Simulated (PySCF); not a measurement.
## A series of related molecules

Theory: TDDFT CAM-B3LYP/def2-SVPD excited states, vertical, gas phase in PySCF. Geometry: PBE0-D3(BJ)/def2-SVP.

Each molecule in one low-energy conformer. The parent is C1=CCCCCCCC=1.

**Question.** How does the largest two-photon cross section among the few lowest singlets (linear parallel light, single beam, Lorentzian half width 0.1 eV, states within 0.08 eV summed) change along this series?
- C1=CCCCCCCC=1 (base)
- FC1=C=CCCCCCC1 (H replaced by F)
- CC1=C=CCCCCCC1 (H replaced by CH3)

**Answer.** 
| molecule | S1 (eV) | f(S1) | largest σ (GM) | at photon λ (nm) |
| --- | --- | --- | --- | --- |
| C1=CCCCCCCC=1 | 5.59 | 0.001 | 0.9 | 354 |
| FC1=C=CCCCCCC1 | 4.75 | 0.000 | 1.8 | 355 |
| CC1=C=CCCCCCC1 | 5.51 | 0.001 | 1.6 | 343 |

The largest two-photon cross section among the few lowest singlets (linear parallel light, single beam, Lorentzian half width 0.1 eV, states within 0.08 eV summed) is lowest for C1=CCCCCCCC=1 and highest for FC1=C=CCCCCCC1.
